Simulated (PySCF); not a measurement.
This PySCF input asks for the spin–spin couplings of 1,1-Bromofluoroethene (C=C(F)Br, C$_{2}$H$_{2}$BrF); the geometry comes from GFN2-xTB.

```python
import basis_set_exchange as bse
import numpy as np
from pyscf import gto, dft
from pyscf.data import nist
from pyscf.prop import ssc

atoms = """
C    -0.740865   -0.220167   -0.114560
C     0.466848    0.263576    0.084457
F     0.709022    1.553628    0.300576
Br    2.058746   -0.758614    0.101409
H    -1.596431    0.431771   -0.108301
H    -0.894198   -1.268204   -0.285155
"""
names = {"C": "pcJ-1", "F": "pcJ-1", "Br": "pcSseg-1", "H": "pcJ-1"}
basis = {el: gto.basis.parse(bse.get_basis(n, elements=[el], fmt="nwchem")) for el, n in names.items()}
mol = gto.M(atom=atoms, basis=basis, charge=0, verbose=0)
mf = dft.RKS(mol, xc="B3LYP")
mf.grids.level = 2
mf.grids.alignment = dft.numint.BLKSIZE   # the property module wants whole blocks of grid points
mf.conv_tol = 1e-9
mf.kernel()

sc = ssc.RKS(mf)
sc.with_fcsd = True   # Fermi contact and spin-dipole together
sc.max_cycle_cphf = 60
g = {"C": 1.4048236, "F": 5.257736, "H": 5.58569468}   # nuclear g factors of 13C, 19F, 1H
sc.nuc_pair = [(i, j) for i in range(mol.natm) for j in range(i + 1, mol.natm)
               if mol.atom_pure_symbol(i) in g and mol.atom_pure_symbol(j) in g]
K = sc.kernel()
unit = nist.HARTREE2J / nist.PLANCK * (0.5 * nist.E_MASS / nist.PROTON_MASS) ** 2
for (i, j), k in zip(sc.nuc_pair, K):
    a, b = mol.atom_pure_symbol(i), mol.atom_pure_symbol(j)
    J = unit * g[a] * g[b] * np.trace(k) / 3
    if abs(J) >= 1:
        print("%s%d %s%d %8.1f Hz" % (a, i, b, j, J))
```

Problem. Give the expected output.

Solution. 
```
C0 C1    113.2 Hz
C0 F2     16.4 Hz
C0 H4    171.0 Hz
C0 H5    177.6 Hz
C1 F2   -417.3 Hz
C1 H4     -1.8 Hz
C1 H5      3.7 Hz
F2 H4      8.8 Hz
F2 H5     37.8 Hz
H4 H5     -5.5 Hz
```

These numbers come from an equivalent density-fitted implementation of the same equations, which agrees with the script to about 0.1 Hz, so last digits may differ.

Size and cost of the density-fitted run: 142 basis functions, 19 s wall time on 1 thread of an Arm Neoverse V2, shared host.
